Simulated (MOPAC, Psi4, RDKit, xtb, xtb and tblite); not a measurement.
Two geometries of SMILES CC(=O)[SiH2][SiH2]N, relaxed at GFN2-xTB with one dihedral held; other torsions can differ between them too.

Structure A

```
15

C     -2.5901    -0.6481    -0.0203
C     -1.1140    -0.5150    -0.2713
O     -0.5619    -1.1138    -1.1717
Si    -0.0847     0.6417     0.8839
Si     1.9605     1.0372    -0.1016
N      1.6739     0.9549    -1.7958
H     -2.7513    -0.9254     1.0189
H     -3.0549     0.3229    -0.1796
H     -3.0429    -1.3846    -0.6812
H     -0.9767     1.7751     1.1706
H     -0.0345    -0.1120     2.1473
H      2.9949     0.1174     0.4163
H      2.4781     2.3938     0.1174
H      1.1040     0.1939    -2.1352
H      2.4275     1.1299    -2.4411
```

Structure B

```
15

C     -2.2516    -1.1501     0.0961
C     -1.4440     0.0175    -0.3997
O     -1.4834     0.3837    -1.5562
Si    -0.2865     0.9482     0.8244
Si     1.8285     0.9632    -0.0993
N      1.9058     2.3994    -1.0477
H     -1.5749    -1.8920     0.5156
H     -2.9039    -0.8073     0.8967
H     -2.8437    -1.5943    -0.7015
H     -0.9360     2.2528     0.9969
H     -0.4207     0.2549     2.1151
H      2.1216    -0.2866    -0.8315
H      2.9085     1.1315     0.8791
H      1.1551     2.5838    -1.6949
H      2.7825     2.6665    -1.4670
```

Which is lower in energy at the level Psi4 1.11 with B3LYP-D3(BJ)/def2-TZVP // GFN2-xTB, and by how much?

A is lower, by 1.67 kcal/mol (dihedral C2–Si4–Si5–N6: 30° in A, 90° in B).

E(B) − E(A) in kcal/mol at the other levels, on the same two geometries: GFN2-xTB (xtb and tblite) 0.85; MMFF94 // GFN2-xTB (RDKit) -1.78; B3LYP/def2-TZVP // GFN2-xTB (Psi4) 1.30; PBE/def2-TZVP // GFN2-xTB (Psi4) 1.28; PBE-D3(BJ)/def2-TZVP // GFN2-xTB (Psi4) 1.48; UFF // GFN2-xTB (RDKit) -3.87; PM7, restricted, heats of formation // GFN2-xTB (MOPAC) 0.96; AM1, restricted, heats of formation // GFN2-xTB (MOPAC) 0.41; GFN1-xTB // GFN2-xTB (xtb) 1.61.
